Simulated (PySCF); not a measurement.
**Interval between two levels of Kr⁺ by level of theory**

Kr⁺ [Ar] 3d10 4s2 4p5 [2P3/2, M_J = 3/2] → Kr⁺ [Ar] 3d10 4s1 4p6 [2S1/2, M_J = 1/2], as a difference of total energies. Computed with PySCF 2.14 in x2c-TZVPall-2c with one added diffuse shell each of s, p, d type (7s8p5d1f, 63 functions), with the two-component X2C-1e Hamiltonian. Correlated levels: [Ne] frozen. "Screened" scales the spin-orbit matrix elements by Boettger's factors to mimic the two-electron term; Breit and QED terms are absent.

Problem. Order these methods by the interval between two levels they give, lowest first.
A. GHF (screened spin-orbit)
B. GMP2 (screened spin-orbit)
C. GMP2 (spin-free)
D. GHF (spin-free)

Solution. C (124700 cm⁻¹), B (126450 cm⁻¹), D (142770 cm⁻¹), A (144530 cm⁻¹).

The spin-free rows lack the spin-orbit shift.

Errors of the correlated levels include the incompleteness of this basis and the frozen core.

For comparison: 109000 cm⁻¹ (measured; NIST Handbook of Basic Atomic Spectroscopic Data (Sansonetti and Martin, J. Phys. Chem. Ref. Data 34, 1559 (2005))).
